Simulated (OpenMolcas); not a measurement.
OpenMolcas run: S

Input:

```
&GATEWAY
Coord
1

S 0.0 0.0 0.0
Basis=ANO-RCC-VQZP
Group=XYZ
NoMove
AngMom=0.0 0.0 0.0
AMFI
&SEWARD
&RASSCF
FileOrb=start.orb
Symmetry=1
Spin=3
nActEl=6 0 0
Inactive=2 3
Ras2=1 3
CIRoot=3 3 1
SDav=3
CIMx=300
Iter=120 100
PrWF=0.3
OrbListing=Nothing
MaxOrb=0
Atom
>>> COPY $Project.JobIph JOBPRE
&RASSCF
FileOrb=start.orb
Symmetry=1
Spin=3
nActEl=6 0 2
Inactive=2 3
Ras2=1 3
Ras3=5 0
CIRoot=3 3 1
SDav=333
CIMx=300
Iter=120 100
PrWF=0.3
OrbListing=Nothing
MaxOrb=0
Thrs=2.0e-7 1.0e-1 5.0e-4
Atom
>>> COPY $Project.JobIph JOB001
&RASSCF
FileOrb=start.orb
Symmetry=1
Spin=1
nActEl=6 0 2
Inactive=2 3
Ras2=1 3
Ras3=5 0
CIRoot=6 6 1
SDav=292
CIMx=300
Iter=120 100
PrWF=0.3
OrbListing=Nothing
MaxOrb=0
Thrs=2.0e-7 1.0e-1 5.0e-4
Atom
>>> COPY $Project.JobIph JOB002
&RASSCF
FileOrb=start.orb
Symmetry=2
Spin=3
nActEl=6 0 2
Inactive=2 3
Ras2=1 3
Ras3=5 0
CIRoot=3 3 1
SDav=378
CIMx=300
Iter=120 100
PrWF=0.3
OrbListing=Nothing
MaxOrb=0
Thrs=2.0e-7 1.0e-1 5.0e-4
Atom
>>> COPY $Project.JobIph JOB003
&RASSI
NrOfJobIphs=3 3 6 3
1 2 3
1 2 3 4 5 6
1 2 3
IphNames
JOB001
JOB002
JOB003
EJob
SpinOrbit
DIPRint=1.0
SOCoupling=1000.0
Subsets=2
MEES
Property=10
'ANGMOM' 1 'ANGMOM' 2 'ANGMOM' 3 'MLTPL  1' 1 'MLTPL  1' 2 'MLTPL  1' 3
'AMFI' 1 'AMFI' 2 'AMFI' 3 'MLTPL  2' 6
SOProperty=3
'ANGMOM' 1 'ANGMOM' 2 'ANGMOM' 3
```

A driver script runs the steps one by one and writes start.orb anew before each from the orbitals found so far.

Output, cut to the results:

```
--- SEWARD ---
Basis set label: S.ANO-RCC...6S5P3D2F1G.

      Electronic valence basis set:
      ------------------
      Associated Effective Charge  16.000000 au
      Associated Actual Charge     16.000000 au
      Nuclear Model: Point charge

      Shell  nPrim  nBasis  Cartesian Spherical Contaminant
         s      17       6        X
         p      12       5        X
         d       5       3                 X
         f       4       2                 X
         g       2       1                 X
                  Relativistic Douglas-Kroll-Hess integrals:
                    - DKH order of Hamiltonian: 2
                    - DKH order of Properties : 0
                  Atomic mean-field integrals
--- RASSCF ---
Wave function specifications:
      -----------------------------

      Number of closed shell electrons          10
      Number of electrons in active shells       6
      Max number of holes in RAS1 space          0
      Max nr of electrons in RAS3 space          2
      Number of inactive orbitals                5
      Number of active orbitals                  9
      Number of secondary orbitals              45
      Spin quantum number                      1.0
      State symmetry                             1
Orbital specifications:
      -----------------------

      Symmetry species                           1   2
                                                ag  au
      Frozen orbitals                            0   0
      Inactive orbitals                          2   3
      Active orbitals                            6   3
      RAS1 orbitals                              0   0
      RAS2 orbitals                              1   3
      RAS3 orbitals                              5   0
      Secondary orbitals                        22  23
      Deleted orbitals                           0   0
      Number of basis functions                 30  29
      Number of CSFs                           333
      Number of root(s) required                 3
      Iter CI   SX   CI       RASSCF       Energy    max ROT     max BLB   max BLB  Level Ln srch  Step   QN
          iter iter root      energy       change     param      element    value   shift minimum  type update
 Nr of preliminary CI iterations:   1
        1   1    4    0  -398.67177613    0.00E+00  -6.08E-06    3   9 1 -2.52E-06   0.00   0.00    SX    NO
        2   1    3    0  -398.67177613   -1.33E-11  -1.40E-06    3   9 1 -4.55E-07   0.00   0.00    SX    NO
        3   1    2    0  -398.67177613   -1.31E-12  -3.00E-07    3   9 1 -1.38E-07   0.00   0.00    SX    NO
        4   1    2    0  -398.67177613    3.41E-13  -1.58E-07    3   9 1 -3.96E-08   0.00   0.00    SX    NO
      Convergence after  4 iterations
        5   1    2    0  -398.67177613   -1.14E-13  -1.58E-07    3  11 1 -2.36E-08   0.00   0.00    SX    NO
      Natural orbitals and occupation numbers for root  1
      sym 1:   1.968310   0.017052   0.013396   0.013396   0.017052   0.018188
      sym 2:   1.960657   0.995975   0.995975
      Natural orbitals and occupation numbers for root  2
      sym 1:   1.968310   0.013396   0.018188   0.017052   0.017052   0.013396
      sym 2:   0.995975   0.995975   1.960657
      Natural orbitals and occupation numbers for root  3
      sym 1:   1.968310   0.013396   0.018188   0.017052   0.017052   0.013396
      sym 2:   0.995975   1.960657   0.995975
::    RASSCF root number  1 Total energy:   -398.67177613
::    RASSCF root number  2 Total energy:   -398.67177613
::    RASSCF root number  3 Total energy:   -398.67177613
--- RASSCF ---
Wave function specifications:
      -----------------------------

      Number of closed shell electrons          10
      Number of electrons in active shells       6
      Max number of holes in RAS1 space          0
      Max nr of electrons in RAS3 space          2
      Number of inactive orbitals                5
      Number of active orbitals                  9
      Number of secondary orbitals              45
      Spin quantum number                      0.0
      State symmetry                             1
Orbital specifications:
      -----------------------

      Symmetry species                           1   2
                                                ag  au
      Frozen orbitals                            0   0
      Inactive orbitals                          2   3
      Active orbitals                            6   3
...
--- RASSI ---
SPIN-FREE ENERGIES:
  (Shifted by EMIN (a.u.) =       -398.6717761255)

 SF State       Relative EMIN(au)   Rel lowest level(eV)    D:o, cm**(-1)      L_eff

     1             0.0000000000        0.0000000000              0.0000         1.0
     2             0.0000000000        0.0000000000              0.0000         1.0
     3             0.0000000000        0.0000000000              0.0000         1.0
     4             0.0490759892        1.3354256967          10770.9346         2.0
     5             0.0490759892        1.3354256967          10770.9346         2.0
     6             0.0490759892        1.3354256967          10770.9346         2.0
     7             0.0490759892        1.3354256967          10770.9346         2.0
     8             0.0490759892        1.3354256967          10770.9346         2.0
     9             0.1082722446        2.9462378668          23763.0110         0.0
    10             0.3390164441        9.2251074036          74405.5091         1.0
    11             0.3390164441        9.2251074036          74405.5091         1.0
    12             0.3390164441        9.2251074036          74405.5091         1.0
     Dipole printing threshold changed to   1.00000000E+00

++ Dipole transition strengths (spin-free states):
   -----------------------------------------------
     for osc. strength at least  1.00000000E+00

  ( Max oscillator strength is only    1.0204714965039656E-002 )
--
Eigenvalues of complex Hamiltonian:
   -----------------------------------
  (Shifted by EMIN (a.u.) =       -398.6717761255)

 SO State       Relative EMIN(au)   Rel lowest level(eV)    D:o, cm**(-1)     J-value

     1            -0.0008300256        0.0000000000              0.0000         2.0
     2            -0.0008300256        0.0000000000              0.0000         1.7
     3            -0.0008300256        0.0000000000              0.0000         1.8
...
```

The J values that RASSI prints are effective ones from its own formula and need not be integers or half-integers; the table below assigns J from the states.

Levels above the lowest, from the spin-orbit matrix, grouped by J:

| Configuration | Term | J | E (cm-1) | Measured (cm-1) | g | Term weight % |
| --- | --- | --- | --- | --- | --- | --- |
| 3s2 3p4 | 3P | 2 | 0.0 | 0.0 | 1.501 | 100 |
| 3s2 3p4 | 3P | 1 | 359 | 396 | 1.501 | 100 |
| 3s2 3p4 | 3P | 0 | 525 | 574 |  | 100 |
| 3s2 3p4 | 1D | 2 | 10959 | 9239 | 1.000 | 100 |
| 3s2 3p4 | 1S | 0 | 23955 | 22180 |  | 100 |
| 3s 3p5 | 3P* | 2 | 74420 | 72023 | 1.501 | 100 |
| 3s 3p5 | 3P* | 1 | 74755 | 72382 | 1.501 | 100 |
| 3s 3p5 | 3P* | 0 | 74922 | 72572 |  | 100 |

Against the 7 measured excited levels shown (NIST Handbook of Basic Atomic Spectroscopic Data) the mean absolute deviation is 1500 cm-1; the largest miss in energy is 3s 3p5 3P* 2: computed 74420, measured 72023 cm-1 (+3.3 %), and the largest in proportion 3s2 3p4 1D2 (+18.6 %).

Without dynamic correlation excited terms often stand tens of per cent too high (terms of higher spin than the ground term too low), and those without a measured partner can miss by more than the paired ones. Active for correlation alone: 3d; no level in the range computed is led by a configuration that fills it, so any true level of that kind is missing. Some terms mix strongly with configurations of 3d, whose occupation reaches 0.33 (3s 3p5 3P*). Computed and measured levels are paired by configuration, term and J; levels that our copy of the source lacks, or whose pairing is in doubt (as where it misses far off the trend of its configuration), stay unpaired and out of the deviations. Only configurations of the active space appear. The first state left out of the spin-orbit step lies near 97000 cm-1 above the lowest spin-free state of the reference (among the parities and spins computed), and the list stops at four fifths of that energy or lower.

The term weight is that of the spin-free term in the level, not the purity of its configuration. * marks odd parity.
